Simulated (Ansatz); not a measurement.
Isomers of HfO₃⁻ (doublet), relaxed with r2SCAN-D4/def2-TZVPD; total energies from Ansatz at CCSD(T)/def2-TZVPD.

| isomer | description | energy (Eh) |
| --- | --- | --- |
| A | point group C2v; 3 × Hf–O 1.88 to 1.91 Å | -273.25352 |
| B | point group Cs; 3 × Hf–O 1.81 to 2.00 Å; 1 × O–O 1.51 Å | -273.22108 |

In the def2 sets Hf takes a core potential; there is no spin–orbit coupling. Correlated methods freeze 3 core orbitals; core or outer-core shells of Hf are correlated, in sets that lack core-valence functions. In CCSD on the charge -1 doublet the largest single amplitude is 0.18, so its Hartree–Fock determinant may place the open shell otherwise than the density functionals do.

The isomers come from a short search, and lower ones may exist.

Q: Work out the relative energies (1 Eh = 2625.5 kJ/mol) and the Boltzmann populations at 1200 K from electronic energies alone (R = 8.314 J/mol/K).

A: ΔE: A 0.0, B 85.2 kJ/mol. RT = 9.98 kJ/mol. Factors exp(−ΔE/RT): A 1, B 0.000196; sum 1.000. Populations: A 100.0 %, B 0.0 %. Zero-point energy, vibrational entropy and symmetry numbers are left out and can shift these; an error of 4 kJ/mol changes a ratio by a factor of 1.5. Over the other density-functional and correlated levels in def2 sets, the gap between A and B ranges from 83 to 128 kJ/mol.
